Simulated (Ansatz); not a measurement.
Input file for CH$_{6}$ClOSbSi, SMILES `C[O][Sb]([SiH3])[Cl]`:

```yaml
crystal:
  periodic: [false, false, false]
  atoms:
    - {symbol: C, position_ang: [-1.809260, 0.749820, 1.158823]}
    - {symbol: O, position_ang: [-0.566045, 0.180775, 0.810013]}
    - {symbol: Sb, position_ang: [-0.472936, -0.984701, -0.761988]}
    - {symbol: Si, position_ang: [2.114845, -0.870568, -0.649180]}
    - {symbol: Cl, position_ang: [-0.557087, 0.694133, -2.438464]}
    - {symbol: H, position_ang: [-1.713830, 1.168745, 2.163340]}
    - {symbol: H, position_ang: [-2.621386, 0.010689, 1.171629]}
    - {symbol: H, position_ang: [-2.085185, 1.556849, 0.471009]}
    - {symbol: H, position_ang: [2.665043, -1.424967, -1.914090]}
    - {symbol: H, position_ang: [2.507214, 0.549457, -0.484368]}
    - {symbol: H, position_ang: [2.603926, -1.687032, 0.493873]}
basis:
  gaussian: {orbitals: def2-SVP}
correlation: {method: ccsd_t}
```

```sh
$ ansatz run in.yaml --threads 4 --pin off --events-out ev --progress --plain --max-ram 11315MiB
```

Log, shortened:

```
Functional definition: HF
1242 factors; integrals over basis functions are off by at most 1.6e-3 eV
mean field evaluation 1: about -30027.7595 eV, gradient 3.3e1 eV
mean field evaluation 2: about -30027.7743 eV, gradient 3.3e1 eV
mean field evaluation 4: about -30030.7143 eV, gradient 4.0e0 eV
mean field evaluation 8: about -30030.7763 eV, gradient 6.4e-4 eV
mean field -30030.77625109 eV, -1103.6106716363 hartree, gradient 8.5e-6 eV, S^2 0.000000; 0 other end points of the search recorded, 0 dependent functions left out
16 core orbitals not correlated: weight in the atoms' cores, before any rotation towards them, 1.000 or more for the frozen orbitals, at most 0.000 for the correlated occupied ones
reference -30030.77625109 eV, -1103.6106716363 hartree; 21, 21 occupied and 83, 83 virtual orbitals, 1242 factors
second order -18.36883663 eV of doubles, -0.00000000 eV of singles
cycle   1  -19.33938230 eV  change   -9.7e-1 eV  update   1.2e-1
cycle   2  -19.89312336 eV  change   -5.5e-1 eV  update   3.8e-2
cycle   3  -20.04948063 eV  change   -1.6e-1 eV  update   2.3e-2
cycle   4  -20.04726596 eV  change    2.2e-3 eV  update   6.2e-3
cycle   5  -20.04382963 eV  change    3.4e-3 eV  update   3.3e-3
cycle   6  -20.04408360 eV  change   -2.5e-4 eV  update   1.2e-3
cycle   7  -20.04366369 eV  change    4.2e-4 eV  update   5.2e-4
cycle   8  -20.04366236 eV  change    1.3e-6 eV  update   1.8e-4
cycle   9  -20.04373773 eV  change   -7.5e-5 eV  update   6.8e-5
cycle  10  -20.04372108 eV  change    1.7e-5 eV  update   2.5e-5
perturbative correction -0.55240963 eV, -0.0203006795 hartree
Total energy: -30051.37238180 eV, -1104.3675654794 hartree
```

Hardware: 4 threads of an Intel Xeon Platinum 8488C on a shared host. Wall time 7 s, peak host memory 0.73 GiB.

Correlation energy per correlated electron: -0.490 eV. T1 diagnostic: 0.0127.
